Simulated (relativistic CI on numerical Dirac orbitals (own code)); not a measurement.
# Fe4+ in a cubic cluster: 3s photoemission with charge transfer

Computed with a charge-transfer multiplet model of a cubic metal-ligand cluster with up to 2 ligand holes, Slater and spin-orbit integrals from Dirac-Coulomb-Breit ions, Slater integrals scaled by 0.8. The ground state mixes d4 with configurations of k ligand holes L, whose averages lie at kΔ + k(k − 1)U_dd/2; a core hole lowers each added d electron by U_cd. 20 K, Lorentzian 1.4 eV and Gaussian 0.8 eV FWHM.

Atomic integrals in eV (Slater integrals scaled, ζ unscaled), ground: F2dd 10.374, F4dd 6.521, zeta_d 0.064; with the core hole: F2dd 11.113, F4dd 7.017, zeta_d 0.072, G2cd 10.758.

Cluster parameters (eV): Δ = -0.8, U_dd = 5.7, 10Dq = 1.1, 10Dq(ligand) = 0.9, V(eg) = 1.25, V(t2g) = -0.61, final-state hopping factor = 1.

```tsv
Case	n_d	d4	d5L	d6L2	S
U_cd = 5.5 eV	4.94	0.12	0.82	0.06	2.00
U_cd = 6.7 eV	4.94	0.12	0.82	0.06	2.00
U_cd = 8.5 eV	4.94	0.12	0.82	0.06	2.00
```

Weights, n_d and S are thermal averages at 20 K. Binding energies count from the first peak over 30 % of the highest in each spectrum, which can be another peak from case to case. The parameters are a model scan and need not match a compound or its usual spin state. Peaks in eV (height, largest 100):
- U_cd = 5.5 eV: 0.0 (100), 6.6 (9), 12.1 (63), 16.7 (11)
- U_cd = 6.7 eV: 0.0 (100), 4.6 (9), 6.4 (9), 12.0 (58), 16.3 (19)
- U_cd = 8.5 eV: 0.0 (100), 4.2 (26), 11.5 (52), 16.2 (42)

For the case U_cd = 6.7 eV, Δ = -0.8 eV is smaller than U_dd = 5.7 eV, the charge-transfer side of the Zaanen-Sawatzky-Allen scheme (negative Δ: between configuration averages a ligand hole costs less than the nominal valence; multiplet and field energies can change this for the lowest states). With the core hole the configuration with one ligand hole lies at Δ − U_cd = -6.3, -7.5, -9.3 eV from the one without, in the order of the table; where this is negative the screened configuration lies lower.

With at most 2 ligand holes the space is cut while the next configuration still counts, so covalency is underestimated, and a final configuration with one more ligand hole, which can lie low, is missing from the spectra.

Without intra-shell correlation the exchange splitting of the 3s hole comes out too large.
